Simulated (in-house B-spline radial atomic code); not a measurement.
**Ionising Xe XI (Xe10+) with different functionals**

Computed with a radial B-spline atomic code at the basis-set limit: scalar-relativistic (spin-free X2C) Hamiltonian, Fermi nucleus of rms radius 4.7859 fm, spin-polarised at highest spin, spherical fractional occupations for the functionals, the average over the highest-spin determinants for Hartree-Fock. The ionisation energy is the difference of two self-consistent energies, [Kr] 4d8 → [Kr] 4d7, without Breit or QED terms; ε is the level of the shell that loses the electron (its least bound occupied spin orbital). There is no spin-orbit coupling in this Hamiltonian.

Hybrids are left out here: with spherical fractional occupations of an open shell their exact exchange keeps a self-interaction that integer-occupation calculations don't have.

```tsv
method	rung	ΔSCF (eV)	-ε(4d) (eV)
Hartree-Fock	Hartree-Fock	227.97	229.42
LDA VWN5	LDA	229.91	217.14
LDA PW92	LDA	229.90	217.13
LDA exchange-only	LDA	227.52	214.81
PBE	GGA	229.65	216.91
PBEsol	GGA	229.61	216.86
BLYP	GGA	229.37	216.64
RPBE	GGA	229.61	216.87
PW91	GGA	229.79	217.04
BP86	GGA	229.76	217.00
AM05	GGA	229.68	216.92
OLYP	GGA	230.35	217.61
TPSS	meta-GGA	229.56	216.86
SCAN	meta-GGA	229.72	217.18
r2SCAN	meta-GGA	229.76	217.24
revTPSS	meta-GGA	229.50	216.79
```

**Question.** How do they compare with the NIST value?

**Answer.** NIST lists 229.0 eV ± 0.2 (semi-empirical, ground level to ground level). Errors run from -1.50 to +1.33 eV; BLYP is closest (+0.35 eV), though others lie within the uncertainty of it, and part of that can be cancellation, since the calculations leave out spin-orbit coupling, Breit-QED terms, multiplet and fine-structure energies. Hartree-Fock also lacks correlation.
